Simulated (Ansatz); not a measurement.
Consider the formal exchange of groups at the Si–C bond: `B[SiH2]C(F)Cl` + `NO` → `B[SiH2]N` + `OC(F)Cl`.

Isolated molecules relaxed with PBE0-D4/def2-TZVP in Ansatz; ΔE leaves out vibrations. CBS: MP2 limit from def2 TZ/QZ plus the TZ coupled-cluster correction, frozen cores. This one scheme is used for every species. DFT in def2-TZVPP. B3LYP here is the variant with VWN-RPA as its local correlation; programs differ in this. One conformer a species, not always the lowest.

| level | ΔE (kcal/mol) | difference from CCSD(T)/CBS |
| --- | --- | --- |
| PBE-D4 | -59.0 | 3.4 |
| PBE0-D4 | -61.6 | 0.8 |
| ωB97M-V | -62.3 | 0.1 |
| B3LYP | -61.7 | 0.7 |
| HF/def2-TZVPP | -67.2 | -4.8 |
| MP2/def2-TZVPP | -65.5 | -3.1 |
| SCS-MP2/def2-TZVPP | -63.7 | -1.3 |
| CCSD(T)/def2-TZVPP | -62.4 | 0.0 |
| HF/CBS(def2) | -67.5 | -5.1 |
| CCSD/CBS(def2) | -63.0 | -0.6 |
| CCSD(T)/CBS | -62.4 | 0 |

Largest T1 diagnostic among the species: 0.012.

From PBE to PBE0 (25 % exact exchange), in def2-TZVPP and without D4, ΔE moves by −2.6 kcal/mol. In def2-TZVPP, CCSD(T) changes the Hartree–Fock value by +4.8 kcal/mol (the triples alone add +0.6 kcal/mol) and MP2 by +1.7 kcal/mol.
